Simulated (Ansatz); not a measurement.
Reaction (substitution at a C–Se bond): `B[Se]CC` + `C[SiH](O)F` → `CCO[SiH](C)F` + `B[SeH]`

Program: Ansatz. Geometries: PBE0-D4/def2-TZVP. ΔE: electronic, gas phase. CBS: MP2 limit from def2 TZ/QZ plus the TZ coupled-cluster correction, frozen cores. DFT in def2-TZVPP. For Se outer-core shells are correlated without core-valence functions, which leaves a few kJ/mol of doubt a bond. Scalar relativity is left out up to krypton. One conformer a species, not always the lowest.

`B[Se]CC`:

```xyz
11

B    -0.878   -1.890    0.744
Se    0.673   -0.920    1.205
C     0.891    0.240   -0.364
C     0.013    1.469   -0.308
H    -1.415   -1.703   -0.305
H    -1.273   -2.683    1.541
H     1.950    0.502   -0.383
H     0.677   -0.375   -1.238
H     0.191    2.104   -1.181
H     0.214    2.062    0.587
H    -1.044    1.195   -0.298
```

`C[SiH](O)F`:

```xyz
9

C     0.154    0.548   -1.005
Si    0.115   -0.633    0.419
O    -0.172    0.098    1.852
F    -1.041   -1.700    0.116
H     0.353    0.016   -1.939
H     0.939    1.295   -0.864
H    -0.800    1.071   -1.116
H     1.374   -1.381    0.606
H    -0.924    0.686    1.932
```

`CCO[SiH](C)F`:

Cartesian coordinates in Å:
```
C -2.293 0.425 -0.955
C -1.193 -0.051 -0.040
O -0.089 0.833 -0.137
Si 1.346 0.663 0.613
C 2.138 -0.982 0.304
F 1.142 0.797 2.197
H -1.947 0.448 -1.990
H -3.155 -0.244 -0.891
H -2.612 1.431 -0.677
H -0.883 -1.067 -0.315
H -1.547 -0.083 0.997
H 2.167 1.809 0.169
H 2.292 -1.144 -0.766
H 1.523 -1.800 0.690
H 3.110 -1.034 0.800
```

`B[SeH]`:

Cartesian coordinates in Å:
```
B 0.530 0.110 -0.337
Se -0.505 0.091 1.254
H 0.073 -0.262 -1.370
H 1.645 0.514 -0.224
H -1.743 -0.452 0.677
```

| level | ΔE (eV) |
| --- | --- |
| B2PLYP | 0.44 |
| MP2/def2-TZVPP | 0.57 |

Task: What does CCSD(T)/CBS give? (Best estimate.)

Result: The calculation gave: +0.50 eV. The listed levels differ from it by -0.06, 0.07 eV.

Largest T1 diagnostic among the species: 0.013.

In def2-TZVPP, CCSD(T) changes the Hartree–Fock value by +0.20 eV (the triples alone add +0.03 eV) and MP2 by +0.30 eV.
